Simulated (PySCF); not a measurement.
# Static response to an electric field

Species: C3H5NO3Si.
Structure used (GFN2-xTB), in Å, numbered top down from 1:
```
atom  x, y, z in Å
N1     0.8170    2.4536   -1.4996
C2     0.6005    1.7422   -0.6336
C3     0.2882    0.8114    0.4462
O4    -1.0569    0.5344    0.4972
Si5   -1.9097   -0.7255   -0.1225
C6     1.1455   -0.4279    0.1852
O7     0.6984   -1.4619   -0.2196
O8     2.4268   -0.2087    0.4446
H9     0.6110    1.2688    1.3957
H10   -1.6515   -0.9263   -1.5433
H11   -1.7286   -1.9458    0.6567
H12   -3.2130   -0.1231    0.1335
H13    2.9679   -0.9908    0.2417
```

Level: wB97X-D/def2-SVPD (PySCF), static field, nuclei fixed, core orbitals frozen in the response. The polarisability tensor in these axes (au):

```
x   79.26  5.11 -0.04
y    5.11 76.20 -5.63
z   -0.04 -5.63 64.50
```

Give the principal values, the mean and the anisotropy Δα = √{½[(α1 − α2)² + (α2 − α3)² + (α1 − α3)²]}.

Principal values 62.01, 74.22 and 83.73 au; mean 73.32 au = 10.87 Å³ = 12.09 × 10⁻⁴⁰ C²·m²/J; Δα = 18.86 au (26 % of the mean).

What is the dipole moment, and where does it point?

(1.94, -2.16, 2.45) D, 3.79 D in size, pointing from the negative to the positive side. Measured along this direction, the outermost atoms are N1 at the negative end and H13 at the positive end.

Traceless (Buckingham) quadrupole moment about the centre of nuclear charge: eigenvalues?

-16.16, 3.28, 12.87 D·Å. The values depend on the origin, since the dipole doesn't vanish. The electronic extent ⟨r²⟩ about the same centre is 1116 bohr², a root-mean-square distance of 2.14 Å for the 68 electrons.

Rayleigh depolarisation ratio (linearly polarised light, static tensor)?

ρ = 3Δα²/(45ᾱ² + 4Δα²) = 1066.5/(241917 + 1422.1) = 0.00438.

Sum over states: ᾱ = Σ f/ω², ω in Eh. What share falls to these 8 lowest TDDFT singlets (eV, f)? 5.93, 0.0035; 7.05, 0.0013; 7.40, 0.0013; 7.60, 0.0053; 7.72, 0.0044; 7.85, 0.0029; 8.04, 0.0084; 8.17, 0.0224.

They add up to 0.61 au, 0.8 % of the 73.32 au; the largest single term is 0.25 au, from the state at 8.17 eV. Terms in order: 0.07, 0.02, 0.02, 0.07, 0.05, 0.04, 0.10, 0.25 au. Higher excitations give the rest. The strengths listed sum to 0.050.

The structure is a single GFN2-xTB conformer in the gas phase; no vibrational or solvent corrections.

Note: wB97X-D ran without an empirical dispersion term, which enters the total energy and its gradient alone.
